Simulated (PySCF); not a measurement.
# Where the electron goes

Compound: C4H10Si2.
Atom-mapped SMILES: `[CH:1]#[C:2][Si@@H:3]([SiH3:4])[CH2:5][CH3:6]` (hydrogens: H7 on C1; H8 on Si3; H9, H10, H11 on Si4; H12, H13 on C5; H14, H15, H16 on C6)

Geometry (GFN2-xTB, Å), atoms numbered from 1 in this order:
```xyz
16
C4H10Si2 angstrom
C     -2.1341    2.6913   -0.3843
C     -1.4814    1.7538   -0.0080
Si    -0.5001    0.2756    0.5358
Si    -1.4578   -1.6836   -0.2480
C      1.2646    0.5499   -0.1493
C      2.2186   -0.5727    0.2383
H     -2.6997    3.5180   -0.7080
H     -0.4280    0.3795    2.0087
H     -2.7904   -1.8941    0.3217
H     -0.6653   -2.8709    0.0943
H     -1.6076   -1.6945   -1.7063
H      1.6613    1.4985    0.2169
H      1.2300    0.6326   -1.2377
H      2.2903   -0.6573    1.3215
H      1.8730   -1.5279   -0.1548
H      3.2190   -0.3891   -0.1521
```

The calculation used TDDFT wB97X-D/def2-SVPD, vertical, gas phase, core orbitals frozen in the response (PySCF 2.14.0, density-fitted response routines).

Kohn–Sham orbitals with the atoms that hold most of them (Löwdin shares over 4%, at most four atoms; ? is withheld):

```csv
orbital,ε (eV),atoms
LUMO+2,1.95,"Si4 35%, Si3 18%, H11 11%, H8 8%"
LUMO+1,1.67,"Si3 22%, Si4 18%, C1 16%, C2 16%"
LUMO,?,"Si3 21%, Si4 17%, C2 16%, C1 15%"
HOMO,-9.59,?
HOMO-1,-9.91,?
HOMO-2,-10.77,"C2 25%, C1 21%, Si3 13%, C5 13%"
HOMO-3,-11.07,"Si3 19%, C2 15%, C5 12%, Si4 12%"
```

**Question.** Which atoms hold the HOMO-1, and with what shares?

**Answer.** C2 (bonded to C and Si) 33%; C1 (bonded to C and H) 33%; Si3 (bonded to 2 C, Si and H) 10%; H8 (bonded to Si) 7%. By element: carbon 67% or more, silicon 10% or more, hydrogen 7% or more.

**Question.** Give the leading atoms of the HOMO.

**Answer.** C1 (bonded to C and H) 22%; C2 (bonded to C and Si) 22%; Si3 (bonded to 2 C, Si and H) 15%; Si4 (bonded to Si and 3 H) 14%. By element: carbon 44% or more, silicon 29%.

**Question.** What is the LUMO energy, and the HOMO–LUMO gap?

**Answer.** ε(LUMO) = 1.46 eV; the gap is 11.05 eV (0.4061 hartree).

**Question.** How does S1 compare with the orbital gap of 11.05 eV?

**Answer.** S1 is at 6.12 eV (f = 0.0009), 4.93 eV below the gap, made of HOMO-1→LUMO (34%), HOMO→LUMO+1 (16%), HOMO→LUMO+3 (9%). Its leading pair isn't HOMO and LUMO; the energies of that pair differ by 11.36 eV. 

Next come S2 at 6.32 eV (f 0.016), HOMO→LUMO (29%), HOMO→LUMO+1 (16%), HOMO-1→LUMO+1 (15%); S3 at 6.34 eV (f 0.0087), HOMO-1→LUMO (25%), HOMO→LUMO+1 (19%), HOMO-1→LUMO+1 (11%); S4 at 7.17 eV (f 0.020), HOMO→LUMO+2 (37%), HOMO→LUMO+1 (28%), HOMO-2→LUMO+1 (11%); S5 at 7.28 eV (f 0.132), HOMO→LUMO (40%), HOMO-2→LUMO (15%), HOMO→LUMO+4 (10%).

Löwdin shares depend on the basis, the more so with diffuse functions.

Time: 69 s wall; peak memory 0.88 GiB. Hardware: one thread of an Arm Neoverse N1, shared host with 64 logical CPUs at a one-minute load of 61.

One conformer stands for the species.
